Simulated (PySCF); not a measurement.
A structure optimised at PBE0-D3(BJ)/def2-SVP, used in a PySCF frequency run:

```xyz
7

Te     0.4859    -0.4663     0.6848
O      0.4390    -1.9245    -0.7070
H      1.2317    -1.7993    -1.2448
Ge    -0.8358     1.1566    -0.7962
H     -0.9939     2.4711    -0.0096
H     -0.0569     1.4090    -2.0990
H     -2.2116     0.5549    -1.1222
```
Charge 0, spin multiplicity 1.

Question: Write its SMILES and formula.

Answer: O[Te][GeH3], GeH₄OTe

Question: What are its rotational constants (standard atomic weights)?

Answer: 7.4515, 1.4711, 1.2529 GHz
